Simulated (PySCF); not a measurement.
Radial density of Mg³⁺ (magnesium, charge +3)

UHF, [He] 2s2 2p5, 2P determinant. Computed with PySCF 2.14 in def2-TZVP, with the non-relativistic Hamiltonian (point nucleus).

```json
{"r (bohr)": "0.00255", "4πr²ρ (e/bohr)": "0.08412", "4πr²(ρα − ρβ)": "0.0000"}
{"r (bohr)": "0.00430", "4πr²ρ (e/bohr)": "0.2292", "4πr²(ρα − ρβ)": "0.0001"}
{"r (bohr)": "0.00723", "4πr²ρ (e/bohr)": "0.6026", "4πr²(ρα − ρβ)": "0.0002"}
{"r (bohr)": "0.0122", "4πr²ρ (e/bohr)": "1.518", "4πr²(ρα − ρβ)": "0.0005"}
{"r (bohr)": "0.0204", "4πr²ρ (e/bohr)": "3.519", "4πr²(ρα − ρβ)": "0.0014"}
{"r (bohr)": "0.0344", "4πr²ρ (e/bohr)": "7.154", "4πr²(ρα − ρβ)": "0.0050"}
{"r (bohr)": "0.0578", "4πr²ρ (e/bohr)": "11.62", "4πr²(ρα − ρβ)": "0.0221"}
{"r (bohr)": "0.0973", "4πr²ρ (e/bohr)": "13.18", "4πr²(ρα − ρβ)": "0.0972"}
{"r (bohr)": "0.164", "4πr²ρ (e/bohr)": "9.244", "4πr²(ρα − ρβ)": "0.3724"}
{"r (bohr)": "0.275", "4πr²ρ (e/bohr)": "7.235", "4πr²(ρα − ρβ)": "1.0064"}
{"r (bohr)": "0.463", "4πr²ρ (e/bohr)": "10.28", "4πr²(ρα − ρβ)": "1.5084"}
{"r (bohr)": "0.779", "4πr²ρ (e/bohr)": "6.772", "4πr²(ρα − ρβ)": "0.9060"}
{"r (bohr)": "1.31", "4πr²ρ (e/bohr)": "1.092", "4πr²(ρα − ρβ)": "0.1277"}
{"r (bohr)": "2.20", "4πr²ρ (e/bohr)": "0.02271", "4πr²(ρα − ρβ)": "0.0020"}
{"r (bohr)": "3.71", "4πr²ρ (e/bohr)": "2.500e-05", "4πr²(ρα − ρβ)": "0.0000"}
```
